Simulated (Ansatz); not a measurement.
Cl₂FOSi (`[O][Si](F)(Cl)Cl`) radical. The species carries charge 0 and has multiplicity 2.

```xyz
5

O    -1.053    0.149    1.285
Si    0.024   -0.053    0.060
F     1.172   -1.074    0.402
Cl    0.854    1.756   -0.233
Cl   -0.997   -0.777   -1.514
```

Q: List the harmonic frequencies (cm⁻¹, unscaled) at PBE0-D4/def2-TZVP in Ansatz. (An estimate is asked.)

A: Computed: 33, 154, 261, 275, 305, 513, 650, 860, 983.

Q: Is this a minimum?

A: Yes, all 9 modes are real.

Q: Give the ideal-gas thermochemistry at 298.15 K and 1 bar (rigid rotor, harmonic oscillator; point group Cs, symmetry number 1).

A: Zero-point energy 24.1 kJ/mol; H(298) − E = 42.7 kJ/mol; entropy 351.3 J/(mol·K), of which translation 169.9, rotation 116.5, vibration 59.2, electronic 5.8; G(298) − E = -62.1 kJ/mol. Modes under 100 cm⁻¹ are hindered rotations or soft bends, so the harmonic entropy is rough.

Q: And at 400, 500, 600, 800 and 1000 K?

A: 
| T (K) | H − E (kJ/mol) | S (J/mol/K) | G − E (kJ/mol) |
| --- | --- | --- | --- |
| 400 | 51.7 | 377.1 | -99.2 |
| 500 | 61.1 | 398.1 | -138.0 |
| 600 | 70.8 | 415.9 | -178.7 |
| 800 | 91.1 | 445.0 | -264.9 |
| 1000 | 111.8 | 468.1 | -356.3 |
